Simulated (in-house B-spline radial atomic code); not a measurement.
The numbers below are computed, except where a source is named.
Correlation energy from the adiabatic connection: ω²r²/2 − Z/r, ω = 3.37, Z = 0.3

Two electrons in a singlet, external potential ω²r²/2 − Z/r, ω = 3.37, Z = 0.3 (atomic units). Full CI in B-splines (partial waves to l = 8, correlation up to 0.6 % small) with the density held fixed gives W(λ) = <V_ee>_λ − U, and E_c is the integral of W(λ) − W(0) from 0 to 1.

```tsv
λ	W(λ) − W(0) (hartree)
0	0.00000
0.02	-0.00196
0.05	-0.00487
0.12	-0.01156
0.25	-0.02359
0.4	-0.03688
0.6	-0.05364
0.8	-0.06940
1	-0.08423
```

(1) Integrate the table by the trapezoid rule.

(2) Now use only three numbers: W(0) = -1.4599, the initial slope W'(0) = -0.09823 (extrapolated from the first points) and the strong-coupling limit of the point-charge-plus-continuum model, W∞ = -1.9999. What do second-order theory and the interpolation W(λ) = W∞ + (W(0) − W∞)/√(1 + 2χλ) of Seidl, Perdew and Levy give?

Results:

(1) The strips give -0.00002, -0.00010, -0.00058, -0.00228, -0.00454, -0.00905, -0.01230, -0.01536, which sum to -0.04424 hartree. The direct value, W(1) − W(0) + T_c with T_c = 0.03993, is -0.04430; the curve is convex, so chords lie above it and the trapezoids fall short in size by 0.14 %.

(2) Second order keeps the slope alone: E_c = W'(0)/2 = -0.04911, +11 % in size against -0.04430. Matching the slope fixes χ = W'(0)/(W∞ − W(0)) = -0.09823/(-0.54000) = 0.18191. Integrating, with s = √(1 + 2χ) = 1.167825, E_c = −(W(0) − W∞)(s − 1)/(s + 1) = −0.54000 × 0.167825/2.167825 = -0.04180 hartree, -5.6 % in size against the full result. At λ = 1 the formula gives W − W(0) = -0.07760 against -0.08423. Part of the miss can come from the model's W∞.
